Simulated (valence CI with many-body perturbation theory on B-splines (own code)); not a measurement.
**Which ion has this spectrum?**

A relativistic CI+MBPT calculation for an atom or ion with 6 electrons gives these levels (Ry):

| J | Parity | E | g |
| --- | --- | --- | --- |
| 0 | even | 0.00 |  |
| 1 | even | 110.42 | 1.47 |
| 2 | even | 111.76 | 1.13 |
| 2 | odd | 133.13 | 1.49 |
| 1 | odd | 139.72 | 1.11 |
| 2 | even | 224.02 | 1.29 |
| 0 | even | 228.74 |  |
| 2 | odd | 241.40 | 1.55 |
| 3 | odd | 244.69 | 1.29 |
| 0 | odd | 249.44 |  |
| 1 | odd | 251.15 | 1.30 |
| 2 | odd | 251.81 | 1.04 |
| 1 | odd | 252.14 | 1.29 |
| 2 | even | 275.83 | 1.30 |

The energies are calculated, and their last digits are not significant.

Q: Which is it?
A. Re69+
B. Ta67+
C. Ir71+
D. Hf66+

A: A. Re69+, ground level (2s^2 2p1/2^2) J=0.
